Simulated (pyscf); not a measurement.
## H₃C–CH₂–CH•–C≡N, doublet

Gas-phase minimum from PySCF at ωB97X-D3(BJ)/def2-SVP, one conformer. Other isomers of H₃C–CH₂–CH•–C≡N were not searched in full and may lie lower. 

SMILES: N#C[CH]CC
```xyz
11

C     -0.4992    -0.2238    -1.3210
C     -0.1904    -0.2130     0.1738
C      0.0765    -1.5610     0.7715
C      0.0502    -2.7463     0.0307
N      0.0263    -3.7327    -0.5976
H     -1.3931    -0.8290    -1.5379
H      0.3371    -0.6497    -1.8967
H     -0.6809     0.7978    -1.6866
H      0.6838     0.4327     0.3823
H     -1.0229     0.2516     0.7360
H      0.3063    -1.6450     1.8384
```
Charge 0, spin multiplicity 2.

Bonds (Å): C1–C2 1.526, C1–H6 1.101, C1–H7 1.101, C1–H8 1.100, C2–C3 1.499, C2–H9 1.107, C2–H10 1.107, C3–C4 1.398, C3–H11 1.095, C4–N5 1.170. Angles (°): C2–C1–H6 111.2, C2–C1–H7 111.2, C2–C1–H8 110.6, H6–C1–H7 107.5, H6–C1–H8 108.1, H7–C1–H8 108.1, C1–C2–C3 114.8, C1–C2–H9 110.4, C1–C2–H10 110.4, C3–C2–H9 108.0, C3–C2–H10 108.0, H9–C2–H10 104.7, C2–C3–C4 123.2, C2–C3–H11 119.7 (the first ones only).

Properties at ωB97X-D3(BJ)/def2-SVP:

| Quantity | Value |
|---|---|
| Harmonic wavenumbers, unscaled | 50, 154, 256, 375, 418, 572, 634, 773, 872, 988, 1059, 1100, 1149, 1269, 1372, 1393, 1429, 1450, 1481, 1486, 2218, 3043, 3076, 3080, 3170, 3175, 3221 cm⁻¹ |
| Zero-point energy | 56.1 kcal/mol |
| Rotational symmetry number | 1 |
| Entropy of this conformer at 298 K and 1 atm, rigid rotor and harmonic oscillator, modes under 100 cm⁻¹ raised to 100 | 322.0 J/(mol K) |
| Dipole moment | 3.84 D |
| Spin expectation value S2 | 0.772 |

Single-point totals, which compare only within one level:

| level | total energy (hartree) |
|---|---|
| ωB97X-D3(BJ)/def2-TZVP | -210.89845 |
| PBE/def2-TZVP | -210.52787 |
| r²SCAN/def2-TZVP | -210.67984 |
| B3LYP-D3(BJ)/def2-TZVP | -210.82578 |
| PBE0-D3(BJ)/def2-TZVP | -210.55303 |
| M06-2X/def2-TZVP | -210.70426 |
| ωB97M-D3(BJ)/def2-TZVP | -210.86477 |

Soft torsions are taken as harmonic, which can shift the entropy by several J/(mol K).
